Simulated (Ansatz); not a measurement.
A nudged elastic band was laid between two geometries of ClH$_{4}$NSiZn (8 atoms, charge 0, multiplicity 1).

Theory: RKS r2SCANh/def2-SVP in Ansatz 0.2.0.

* movable images: 7
* climbing image: yes
* spring: 5.0 eV/Å²
* optimiser: quadratic models (default)
* start path: IDPP
* force threshold: 0.05 eV/Å
* iteration limit: 43
* end points: relaxed

Image 0:

```xyz
8
Properties=species:S:1:pos:R:3
N -0.558 1.479 0.265
Si 0.272 -0.005 0.646
Zn 0.372 -1.686 -1.016
Cl 0.440 -3.168 -2.536
H -0.148 2.094 -0.429
H -1.564 1.447 0.136
H 1.671 0.363 1.024
H -0.393 -0.580 1.855
```

Image 8:

```xyz
8
Properties=species:S:1:pos:R:3
N -0.810 1.256 0.035
Si 0.213 -0.018 0.633
Zn 0.548 -1.629 -1.041
Cl 0.845 -3.095 -2.542
H -0.553 1.739 -0.819
H -1.183 1.922 0.704
H 1.543 0.410 1.191
H -0.509 -0.643 1.783
```

(1) What changes between the two ends?

(2) Give the energies along the band, and the barrier.

(3) What is the geometry of the highest image?

(4) What are the harmonic wavenumbers there?

Results:

(1) No bond is made or broken. The height of N1 over the plane of its neighbours goes from 0.26 to -0.25 Å.

(2) The run converged. The highest image is number 4 of 0 to 8, 0.016 eV above the first end and 0.038 eV above the last; the last end lies 0.022 eV below the first. A vibrational analysis at the climbing image gives one clearly imaginary mode, 244i cm⁻¹: a first-order saddle point.

```tsv
image	path coordinate (Å)	energy (eV)	height of N1 over the plane of its neighbours (Å)
0	0.00	0.000	0.26
1	0.19	0.002	0.26
2	0.38	0.006	0.24
3	0.58	0.012	0.20
4	0.77	0.016	0.08
5	0.93	0.006	-0.07
6	1.10	-0.011	-0.20
7	1.27	-0.019	-0.24
8	1.43	-0.022	-0.25
```

(3) 
```xyz
8
Properties=species:S:1:pos:R:3
N -0.595 1.411 0.121
Si 0.263 -0.003 0.629
Zn 0.517 -1.656 -1.032
Cl 0.714 -3.139 -2.539
H -0.402 1.919 -0.730
H -1.478 1.668 0.540
H 1.613 0.314 1.201
H -0.539 -0.571 1.755
```

(4) 244i, 63, 81, 168, 224, 296, 430, 443, 660, 850, 857, 895, 934, 1543, 2173, 2218, 3644, 3753 cm⁻¹.

Run time: 2.8 min on 2 threads of AMD EPYC 7B13 (Zen 3), with other jobs on the host, peak memory 0.28 GiB.
